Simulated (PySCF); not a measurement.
Two-dimensional NMR puzzle

Compound of formula C7H10OSi. Correlations simulated from computed shifts and the bond graph:

HSQC (one-bond C–H):
```tsv
δH	δC
7.45	145.3
6.46	117.3
6.08	109.5
3.24	29.8
2.71	30.2
2.68	30.2
1.50	6.2
1.37	6.2
```

COSY cross peaks (H two or three bonds apart, from the bond graph; peaks can be absent where the dihedral angle is near 90°):
```tsv
δH	δH
7.45	6.46
6.46	6.08
4.98	4.94
4.98	3.24
4.98	1.50
4.98	1.37
4.94	3.24
4.94	1.50
4.94	1.37
3.24	2.71
3.24	2.68
2.71	2.68
2.71	1.50
2.71	1.37
2.68	1.50
2.68	1.37
1.50	1.37
```

HMBC (two and three bonds, from the bond graph):
```tsv
δH	δC
7.45	163.8, 117.3, 109.5
6.46	163.8, 145.3, 109.5
6.08	163.8, 145.3, 117.3, 29.8
4.98	163.8, 30.2, 29.8, 6.2
4.94	163.8, 30.2, 29.8, 6.2
3.24	163.8, 109.5, 30.2, 6.2
2.71	163.8, 29.8, 6.2
2.68	163.8, 29.8, 6.2
1.50	30.2, 29.8
1.37	30.2, 29.8
```

Carbons without hydrogens: δ 163.8.

[PySCF 2.14: GFN2-xTB geometry; PBE0/pcSseg-1 with gauge-including orbitals; isolated molecule; non-relativistic Hamiltonian; single conformer]

Referencing at the same level of theory: 1H (σref 31.72), 13C (σref 186.93) vs TMS.

Exchangeable hydrogens are left out of these lists.

Which molecule is this?

## Answers

`C1=CC=C([C@@H]2CC[SiH2]2)O1`.

Numbering as in the mapped SMILES `[cH:1]1[cH:2][o:3][c:4]([C@@H:5]2[CH2:6][CH2:7][SiH2:8]2)[cH:9]1`; H(Xn) means a hydrogen on atom n. Ha(C6), Ha(C7), Ha(Si8) are cis to C4 on the ring; Hb(C6), Hb(C7), Hb(Si8) are trans to C4 on the ring.

- δC 163.8 is C4, a substituted aromatic carbon next to the ring oxygen.
- δC 145.3 is C2, an aromatic CH next to the ring oxygen (δH 7.45).
- δC 117.3 is C1, an aromatic CH (δH 6.46).
- δC 109.5 is C9, an aromatic CH (δH 6.08).
- δC 30.2 is C6, an sp3 CH2 in a ring (δH 2.71, 2.68).
- δC 29.8 is C5, an sp3 CH bonded to Si, on an aromatic ring (δH 3.24).
- δC 6.2 is C7, an sp3 CH2 bonded to Si (δH 1.50, 1.37).
- HMBC from δH 7.45 reaches the proton-free carbon C4.
- HMBC from δH 6.46 reaches the proton-free carbon C4.
- HMBC from δH 6.08 reaches the proton-free carbon C4.
- HMBC from δH 4.98 reaches the proton-free carbon C4.
- COSY links 7.45–6.46, 6.46–6.08, 4.98–4.94, 4.98–3.24, 4.98–1.50, 4.98–1.37.

The data come from this structure; uniqueness wasn't tested.

Shifts are as computed. Against solution values, carbons near 30 ppm lie about +3 ppm off and those near 130 ppm about +5 ppm. Of 1211 compounds with measured shifts, 218 miss one by over three times the rms of a fit or turn the order of signals round; such compounds aren't used in these exercises.
